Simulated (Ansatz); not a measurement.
One change: `BC(=C)Br` becomes `BC(=C)O`.

Ansatz, PBE0-D4/def2-TZVP geometries, multiplicity 1. Each molecule was computed in one conformer, which needn't be the lowest.

Scalar relativity is left out up to krypton. Spin–orbit coupling is left out; it splits and shifts lone-pair levels of the heavy atoms by tenths of an eV.

| property | `BC(=C)Br` |
| --- | --- |
| ideal-gas entropy at 298 K and 1 bar (rigid rotor, harmonic PBE0-D4/def2-TZVP) / J/(mol·K) | 309 |
| size of the dipole moment (PBE/def2-TZVPP) / D | 1.72 |
| HOMO–LUMO gap (PBE0/def2-TZVPP) / eV | 5.12 |
| HOMO–LUMO gap (ωB97M-V/def2-TZVPP) / eV | 9.30 |
| HOMO–LUMO gap (PBE/def2-TZVPP) / eV | 3.06 |
| LUMO energy (PBE0/def2-TZVPP) / eV | -2.53 |

Q: What does the change do to each property? (Best estimate.)

A: Computed: 
```csv
property,`BC(=C)O`,shift
"ideal-gas entropy at 298 K and 1 bar (rigid rotor, harmonic PBE0-D4/def2-TZVP) / J/(mol·K)",288,-21
size of the dipole moment (PBE/def2-TZVPP) / D,0.37,-1.35
HOMO–LUMO gap (PBE0/def2-TZVPP) / eV,5.00,-0.12
HOMO–LUMO gap (ωB97M-V/def2-TZVPP) / eV,9.19,-0.11
HOMO–LUMO gap (PBE/def2-TZVPP) / eV,2.93,-0.13
LUMO energy (PBE0/def2-TZVPP) / eV,-2.18,0.35
```

With PBE0 the HOMO rises by 0.48 eV and the LUMO rises by 0.35 eV, so the gap narrows by about 0.13 eV. PBE moves the HOMO by 0.50 eV and ωB97M-V by 0.42 eV. The zero-point energy changes by 38.3 kJ/mol with +3 modes. Dipoles are sizes alone; their direction can turn.
